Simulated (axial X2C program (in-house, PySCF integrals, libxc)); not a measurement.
## What spin–orbit coupling does to CoO⁺

Computed with an in-house all-electron X2C program for linear molecules (integrals from PySCF). Spin-free means the one-electron spin-free X2C Hamiltonian; two-component (2c) means X2C with spin–orbit coupling and atomic mean-field two-electron Coulomb and Gaunt terms, so the difference of the two also holds small scalar two-electron terms. Basis: Co dyall-cv3z [9s10p6d3f2g], O dyall-av3z [7s6p3d2f] (cores contracted in-house); Gaussian nuclei, density fitting, unrestricted open shells. Masses: Co 58.933 u, O 15.995 u.

Spin-free state: M_S = 2, Λ = 2 (beyond evenly filled blocks: σα, π+α, π-α, δ+α, δ+β, δ-α); fragments Co+ + O.

| level | Re (Å) | ωe (cm⁻¹) | De (eV) | μ (D) |
| --- | --- | --- | --- | --- |
| HF | 1.771 | 741.6 | n/a | -6.59 |
| MP2 | 1.701 | 711.7 | 1.933 | n/a |

Correlated methods: 14 electrons correlated (number of frozen shells: Co 3 s, 2 p; O 1 s), 250 virtual spin orbitals or spinors in MP2.

Dipoles are positive if O is the positive end and refer to the centre of mass.

Two-component determinant lowest at the distance of the search:

Ω = 4 (⟨Sz⟩ = 2.00, ⟨Lz⟩ = 2.00 at HF); fragments Co+ + O.

```json
{"level": "HF", "Re (Å)": "1.771", "ωe (cm⁻¹)": "741.1", "μ (D)": "-6.59"}
{"level": "MP2", "Re (Å)": "1.702", "ωe (cm⁻¹)": "711.4", "μ (D)": "n/a"}
```

Question: From the two tables, how do the constants change at the MP2 level (2c against spin-free)?

Answer: At the MP2 level Re rises by 0.001 Å and ωe falls by 0.3 cm⁻¹.

One determinant describes the state; a PBE0 search over occupations chose it and may have missed a lower one. De is counted from the lowest determinant-based energies of the atoms at the same level, without counterpoise correction. De is not given where an atomic determinant may have missed its ground term or J level, or where the truncated virtual space spoils (T). With several unpaired electrons one determinant need not be a pure state. Open-shell Ω = 0 determinants with evenly filled partner blocks cannot be reached by this program, so the Ω shown need not be the lowest component.
